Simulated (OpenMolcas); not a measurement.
**W4+: moving or changing the point charges**

W4+ among 4 point charges of -1.5 e arranged as a square (D4h), 1.81 Å from the ion.

```json
{
  "Program": "OpenMolcas 26.06",
  "Method": "SS-CASPT2, IPEA 0.25 Eh, imaginary shift 0.1 Eh (closed shells correlated: 4f 5s 5p)",
  "Basis": "ANO-RCC-VDZP [7s6p4d2f1g]",
  "Scalar Hamiltonian": "DKH2, point nucleus",
  "Active space": "2 electrons in 5 orbitals (5d)",
  "State averaging": "2S+1 = 3 even, 10 roots; 2S+1 = 1 even, 15 roots",
  "Spin-orbit coupling": "state interaction with AMFI integrals over the reference wave functions"
}
```

Runs around this geometry, states (labels of D4, the rotations of D4h). Energies in cm-1 above the lowest state or level, χT in cm3 K/mol.

```tsv
R (Å)	q (e)	Ground state	First state of that spin	First gap with spin-orbit (degeneracies)	χT at 300 K	First state of another spin
1.81	-0.75	3A2	3E 160	2230 (1, 2)	0.036	1B2 7450
1.81	-1.5	3E	3A2 7220	3640 (1, 1)	0.034	1A1 3110
1.94	-1.5	3E	3A2 4670	3380 (1, 2)	0.027	1A1 5180
```

Taking the first state of the same spin as R^-n, n = -ln(4670 / 7220) / ln(1.94 / 1.81) = 6.3 between the shortest and longest distance.

The ground state changes within this set.

Free-ion shares, where given, are those of the reference states; single-state CASPT2 does not remix them. Spin-orbit coupling mixes the spin-free states strongly: the lowest level takes only 57 % from its leading state, 3E, which lies 158 cm-1 above the lowest spin-free state (holds for R = 1.81, q = -0.75). An orbital doublet at a regular site is open to a Jahn-Teller distortion, which this geometry leaves out (holds for R = 1.81, q = -1.5; R = 1.94, q = -1.5). Point charges carry no covalency, so the field is a model and not that of real ligands. No measured value stands beside these numbers.
